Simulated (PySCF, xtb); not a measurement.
WO2F2, SMILES [O]=[W](=[O])([F])[F], multiplicity 1.

Harmonic wavenumbers (cm⁻¹) from GFN2-xTB (xtb 6.7.1) at its own minimum, in rising order: 163, 175, 212, 218, 253, 434, 440, 826, 844.

**Question.** What does B3LYP-D3(BJ)/def2-SVP (PySCF) give at its own minimum? (The exact figures need the calculation; the answer reports its results.)

**Answer.** 176, 217, 254, 257, 360, 711, 719, 1017, 1054. Paired by order, the mean absolute difference is 133 cm⁻¹ and the zero-point energies are 5.1 and 6.8 kcal/mol.
